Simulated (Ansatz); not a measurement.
`[OH][GeH]([OH])[Cl]` → `[Cl][GeH]` + `OO` at 600 K and 1 bar (germylene formation by 1,1-elimination).

Program: Ansatz. Geometries: PBE0-D4/def2-TZVP. ΔE: electronic, gas phase. CBS: MP2 limit from def2 TZ/QZ plus the TZ coupled-cluster correction, frozen cores. This one scheme is used for every species. For Ge outer-core shells are correlated without core-valence functions, which leaves a few kJ/mol of doubt a bond. Scalar relativity is left out up to krypton. Each species was taken in one conformer, which may not be the lowest.

| species | CCSD(T)/CBS energy (Eh) | H − E (kJ/mol) | S (J/(mol·K)) |
| --- | --- | --- | --- |
| `[OH][GeH]([OH])[Cl]` | -2688.14170 | 149.4 | 411.5 |
| `[Cl][GeH]` | -2536.49422 | 43.2 | 296.6 |
| `OO` | -151.44260 | 96.1 | 259.8 |

H − E and S are ideal-gas, rigid-rotor, harmonic terms from PBE0-D4/def2-TZVP, for one conformer and one mirror image of each species. 1 Eh = 2625.50 kJ/mol, R = 8.31446 J/(mol·K).

Question: By hand: ΔE, ΔH, ΔS and ΔG.

Answer: ΔE = (-2536.49422) + (-151.44260) − (-2688.14170) = 0.20488 Eh = 537.9 kJ/mol. Δ(H − E) = 43.2 + 96.1 − 149.4 = -10.1, so ΔH = 527.8 kJ/mol. ΔS = 296.6 + 259.8 − 411.5 = 144.9 J/(mol·K). ΔG = 527.8 − 600 × (144.9)/1000 = 440.9 kJ/mol.

Question: By hand: the equilibrium constant, and the temperature at which ΔG would vanish if ΔH and ΔS stayed fixed.

Answer: log₁₀ K = −ΔG/(RT ln 10) = -38.4. ΔG = 0 at ΔH/ΔS = 3643 K, far beyond where these terms or the molecules hold.

The number of gas molecules changes by +1, which sets the sign of ΔS. A doubt of 5 kJ/mol in ΔE shifts log₁₀ K by 0.4 here. Other conformers and mirror images would add mixing entropy, several J/(mol·K) or more a flexible species. These are equilibria of isolated gas molecules and say nothing of rates. Largest T1 diagnostic: 0.013 (customary marks: 0.02 for closed shells, 0.045 for open ones).
